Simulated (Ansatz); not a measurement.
Cost and result for the atomization energy of C₂H₆AlIO (`[CH3][Al]([I])[CH2]O`) (11 atoms, 10 bonds).

```xyz
11

C     0.873   -1.099    1.193
Al    0.508    0.582    0.288
I     1.938    2.565    0.763
C    -0.928    0.825   -1.046
O    -1.835   -0.279   -1.111
H     1.661   -1.651    0.668
H    -0.014   -1.737    1.228
H     1.226   -0.936    2.214
H    -1.529    1.690   -0.742
H    -0.543    1.092   -2.042
H    -1.356   -1.053   -1.412
```

The species carries charge 0 and has multiplicity 1. Correlated methods include outer-core shells of I, which these sets cover unevenly. I takes the def2 core potential. The geometry is a stationary point of PBE0-D4/def2-TZVP. It is one conformer, not always the lowest. Program: Ansatz. All runs use 4 threads of an Intel Xeon Platinum 8259CL on a shared host. Times are those of one run each, without the atoms' runs, and a repeat can differ threefold. Electronic energies, without spin–orbit coupling; frozen cores. CCSD(T)/CBS adds CCSD(T) − MP2 in def2-TZVPP to the MP2 limit, and its time is that of the two runs behind it. T1 = 0.009. With those shells the extrapolation isn't a true limit. B3LYP takes the VWN-RPA correlation (the form of Gaussian; ORCA's B3LYP/G).

CCSD(T)/CBS is a level of theory with its own doubt, some kJ/mol a heavy atom from the limit and from the frozen cores, so smaller differences don't rank the functionals.

```tsv
level	functions	wall time	atomization (kJ/mol)	difference from CCSD(T)/CBS	per bond
PBE-D4/def2-TZVPP (with forces)	269	2.9 s	3905.8	48.5	4.8
PBE0-D4/def2-TZVPP	269	3.6 s	3845.2	-12.1	-1.2
r2SCAN-D4/def2-TZVPP (with forces)	269	4.8 s	3858.1	0.8	0.1
B3LYP-D4/def2-TZVPP (with forces)	269	6 s	3826.4	-30.9	-3.1
B2PLYP/def2-TZVPP	269	7 s	3792.8	-64.5	-6.4
ωB97X-V/def2-TZVPP	269	9 s	3844.8	-12.5	-1.3
ωB97M-V/def2-TZVPP (with forces)	269	12 s	3845.3	-12.0	-1.2
MP2/def2-QZVPP	503	24 s	3881.3	24.0	2.4
CCSD(T)/def2-TZVPP	269	3.5 min	3749.4	-107.9	-10.8
CCSD(T)/CBS(def2)	–	3.9 min	3857.3	0.0	0.0
```

From PBE to PBE0 (25 % exact exchange), in def2-TZVPP and without D4, the atomization energy moves by −57.6 kJ/mol: exact exchange takes away binding that semilocal exchange gives to molecules. In def2-TZVPP, CCSD(T) changes the Hartree–Fock value by +945.0 kJ/mol (the triples alone add +57.2 kJ/mol) and MP2 by +1013.7 kJ/mol; breaking electron pairs costs correlation energy, which Hartree–Fock lacks. The D4 term adds +35.7 kJ/mol with B3LYP and +19.2 kJ/mol with PBE0; it sums over pairs of atoms, weighted by their polarisabilities, and B3LYP, whose exchange is more repulsive, gets the larger term.

Spin–orbit coupling would lower the free I atoms strongly, and the atomization energy with them, by more than many differences here.
